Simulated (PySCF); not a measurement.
A GIAO shielding run with PySCF 2.14 (density fitting, non-relativistic, gas phase) on `CN[SiH2]OC`, C2H9NOSi:

```
$ OMP_NUM_THREADS=1 python probes_run.py task.json out

{"job": {"kind": "nmr", "xc": "PBE0", "basis": "def2-SVP", "pop": true}, "charge": 0, "multiplicity": 1}
C      1.876595     0.125722    -0.686097
N      1.236081    -0.518537     0.434108
Si    -0.136666     0.054576     1.297655
O     -1.631935    -0.400537     0.709777
C     -2.107947    -0.025959    -0.549096
H      2.976830     0.113177    -0.595955
H      1.573651     1.183811    -0.727892
H      1.618720    -0.323482    -1.664089
H      1.518285    -1.482764     0.572652
H     -0.047257     1.548122     1.250712
H     -0.117933    -0.515126     2.668880
H     -1.510817    -0.467750    -1.368993
H     -2.109436     1.072735    -0.687638
H     -3.145002    -0.378840    -0.662248
```

Hardware: 1 thread of an Arm Neoverse V1, shared host. The job also computes population analyses, field gradients.

**Question.** How large is the calculation?

**Answer.** 50 electrons, 119 basis functions and 643 auxiliary functions.

**Question.** How long does it take, and how much memory does it need?

**Answer.** 10 s of wall time, with 13 SCF cycles and 4 response iterations; peak memory 0.63 GiB. Times on a shared host scatter by some tens of per cent.

**Question.** And these other runs on the same molecule and hardware: GIAO shielding at B3LYP/pcSseg-1; GIAO shielding at B97-D/pcSseg-1; GIAO shielding at BLYP/pcSseg-1; GIAO shielding at BP86/pcSseg-1; GIAO shielding at HF/pcSseg-1; GIAO shielding at KT2/pcSseg-1?

**Answer.** B3LYP/pcSseg-1: 137 functions, 12 s; B97-D/pcSseg-1: 137 functions, 17 s; BLYP/pcSseg-1: 137 functions, 17 s; BP86/pcSseg-1: 137 functions, 16 s; HF/pcSseg-1: 137 functions, 5.8 s; KT2/pcSseg-1: 137 functions, 18 s.
